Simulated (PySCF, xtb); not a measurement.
CH3NOSi, SMILES O=C=N[SiH3].

Harmonic wavenumbers (cm⁻¹) from xtb with GFN2-xTB at its own minimum, in rising order: 36, 89, 493, 498, 559, 582, 652, 765, 776, 799, 1521, 2275, 2285, 2315, 2514.

Task: What does PBE0-D3(BJ)/def2-SVP (PySCF) give at its own minimum? (An estimate is asked for; the answer gives what the named calculation found.)

Result: 76, 76, 610, 625, 625, 713, 713, 946, 946, 964, 1552, 2253, 2257, 2257, 2497. Paired by order, the mean absolute difference is 82 cm⁻¹ and the zero-point energies are 23.1 and 24.5 kcal/mol.
